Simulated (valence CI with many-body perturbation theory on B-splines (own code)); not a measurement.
Values are calculated unless marked as measured or tabulated.
## Hg75+: input, log and results

Method: relativistic CI+MBPT: three valence electrons over a frozen Dirac-Fock core [He], a basis of 11 s, 11 p, 9 d, 7 f, 5 g, 2 h, 1 i functions for each j, with the one-electron correlation potential Σ1 (screened to all orders), the two-electron term Σ2, the three-electron term Σ3, Breit, model QED; selected single and double excitations, second order for the rest (own B-spline code, finite nucleus).

Command, and the settings that its task file holds:

```sh
python run_cv.py task.json out
```

```
atom Hg  Z=80  mass_number=202  rms_radius_fm=5.4648
core [He]
valence 2s2 2p1
avg = 1
basis = L
breit = 1
cap = 40000
capref = 1200
cscale = 1
de = 0.0
dress = 0
eps = 2e-08
h = 0.27
hh = 1
l2 = 3
lcore = 6
maxit = 60
n2 = 5
natural = 1
nlev = 60
nno = [7, 7, 6, 5, 4, 2, 1]
nroot = 26
nsp = [4, 4, 3, 2, 1, 0, 0]
pt2 = 1
qed = 1
rpa = 1
s1 = 1
s2 = 1
s3 = 1
screen = 1
tol = 2e-05
```

(1) Roughly how long does this run take on one core of Arm Neoverse V2, and how much memory?

Log. The first blocks belong to the next ion, which gives the ionisation energy. Fields: 2J, parity (1 odd), roots, reference size, generating configurations, candidates as configurations/state functions, variational space P, stored matrix elements, Davidson steps; e2 is the range of second-order energies in hartree. The first line gives the box (bohr), its intervals, the orbitals and the steps of their self-consistent field. Window is the range of levels sought, series limit the energy at which the first omitted orbital would enter, core excitation an estimate of the first excitation out of the core, left out the lowest levels not solved, and shifts from estimates the range by which levels moved from their first estimate, all in cm⁻¹.

```
rmax 1.1 intervals 53 orbitals 81 references ['2s2 2p', '2s 2p2', '2p3'] scf 2 t 0.4
2J=0 par=0 roots 2 ref 18 generators 2 cand 364/364 P 359/359 nnz 0 it 0
2J=0 par=0 roots 2 ref 18 generators 3 cand 23/23 P 368/368 nnz 0 it 0
   second order: generators 3 cand 14/14 e2 -0.00000 -0.00000
2J=0 par=1 roots 2 ref 16 generators 2 cand 314/314 P 302/302 nnz 0 it 0
2J=0 par=1 roots 2 ref 16 generators 3 cand 28/28 P 316/316 nnz 0 it 0
   second order: generators 5 cand 14/14 e2 -0.00000 -0.00000
2J=2 par=1 roots 2 ref 41 generators 2 cand 828/828 P 756/756 nnz 0 it 0
2J=2 par=1 roots 2 ref 41 generators 2 cand 113/113 P 817/817 nnz 0 it 0
   second order: generators 2 cand 52/52 e2 -0.00000 -0.00000
reference levels 513, estimated 426, window 127574372 1/cm; series limit 154761882, core excitation 565298261
2J=1 par=1 roots 15 ref 48 generators 13 cand 6641/9837 P 5417/8000 nnz 5.8e+06 it 4
2J=1 par=1 roots 15 ref 48 generators 17 cand 4957/7326 P 6566/9838 nnz 8.6e+06 it 4
   second order: generators 19 cand 4696/6858 e2 -0.00001 -0.00000
2J=1 par=0 roots 16 ref 50 generators 15 cand 7186/10581 P 5351/8000 nnz 5.8e+06 it 4
2J=1 par=0 roots 16 ref 50 generators 20 cand 5055/7378 P 6709/10155 nnz 9.2e+06 it 4
   second order: generators 20 cand 3697/5223 e2 -0.00001 -0.00000
2J=3 par=1 roots 21 ref 72 generators 16 cand 10450/21070 P 4062/8000 nnz 6.5e+06 it 5
2J=3 par=1 roots 21 ref 72 generators 18 cand 8298/16780 P 7985/16482 nnz 2.4e+07 it 6
   second order: generators 21 cand 6370/12255 e2 -0.00002 -0.00000
2J=3 par=0 roots 19 ref 70 generators 13 cand 10437/21022 P 4038/8000 nnz 6.5e+06 it 5
2J=3 par=0 roots 19 ref 70 generators 16 cand 8278/16732 P 7923/16301 nnz 2.4e+07 it 5
   second order: generators 18 cand 5499/11013 e2 -0.00002 -0.00000
2J=5 par=0 roots 14 ref 66 generators 11 cand 9259/20871 P 3749/7999 nnz 6.9e+06 it 5
2J=5 par=0 roots 14 ref 66 generators 12 cand 7345/16576 P 7196/16454 nnz 2.6e+07 it 6
   second order: generators 14 cand 5213/12333 e2 -0.00001 -0.00000
2J=5 par=1 roots 13 ref 62 generators 10 cand 10571/25054 P 3714/7999 nnz 6.7e+06 it 4
2J=5 par=1 roots 13 ref 62 generators 13 cand 9925/23945 P 7303/17068 nnz 2.7e+07 it 5
   second order: generators 15 cand 7572/18811 e2 -0.00001 -0.00000
2J=7 par=1 roots 6 ref 43 generators 6 cand 8520/22671 P 3444/8000 nnz 7.4e+06 it 4
2J=7 par=1 roots 6 ref 43 generators 8 cand 6405/17443 P 5132/12701 nnz 1.8e+07 it 4
   second order: generators 8 cand 4717/12742 e2 -0.00001 -0.00001
2J=7 par=0 roots 5 ref 41 generators 5 cand 9912/27199 P 3412/7999 nnz 7.4e+06 it 5
2J=7 par=0 roots 5 ref 41 generators 5 cand 7741/21760 P 5189/13014 nnz 1.8e+07 it 5
   second order: generators 7 cand 5964/16745 e2 -0.00002 -0.00001
2J=9 par=1 roots 2 ref 20 generators 2 cand 5494/14994 P 2145/5032 nnz 3.2e+06 it 4
2J=9 par=1 roots 2 ref 20 generators 2 cand 4560/12482 P 2641/6454 nnz 5.4e+06 it 4
   second order: generators 3 cand 5416/15697 e2 -0.00002 -0.00001
2J=9 par=0 roots 2 ref 23 generators 2 cand 5441/14607 P 2895/7125 nnz 6.9e+06 it 4
2J=9 par=0 roots 2 ref 23 generators 4 cand 3801/10004 P 3521/8804 nnz 1e+07 it 4
   second order: generators 4 cand 3175/8325 e2 -0.00001 -0.00001
left out: unestimated 172436569, estimated 140372472, shifts from estimates -23 to 46
operators 0.2
```

The Davidson iterations converged.

No measured spectrum was set against this ion. As an estimate, large intervals hold to a few tenths of a per cent, small ones and those within an open d or f shell to about a per cent.

| Property | Result |
| --- | --- |
| Valence energy | -2546.738 hartree |
| Ionisation energy | 22576 eV (NIST: 22580 ± 100 eV (theoretical)) |
| Reference configurations for the orbitals | 2s2 2p, 2s 2p2, 2p3 |
| Radial orbitals | 81 |
| Box radius | 1.109 bohr |
| Largest variational space | 17068 |
| Lowest levels | (2s^2 2p1/2) J=1/2 0.00, (2s 2p1/2^2) J=1/2 2514.9, (2s^2 2p3/2) J=3/2 16909, (2s 2p1/2 2p3/2) J=3/2 [a] 18691, (2s 2p1/2 2p3/2) J=5/2 19031, (2s 2p1/2 2p3/2) J=1/2 19694, (2s 2p1/2 2p3/2) J=3/2 [b] 19708, (2p1/2^2 2p3/2) J=3/2 22301, (2s 2p3/2^2) J=5/2 35743, (2s 2p3/2^2) J=1/2 36727, (2s 2p3/2^2) J=3/2 36731, (2p1/2 2p3/2^2) J=3/2 38760, (2p1/2 2p3/2^2) J=5/2 38942, (2p1/2 2p3/2^2) J=1/2 39468 × 10³ cm⁻¹ |

Levels are named by their leading jj configuration (3d3/2^4 stands for four electrons in 3d with j = 3/2), which in mixed levels can hold well under half, so a name can repeat and another be missing. Letters in brackets count levels of one name in rising energy.

## Answers

(1) 100 s on 1 thread of Arm Neoverse V2, on a shared host, peak memory 0.7 GiB.
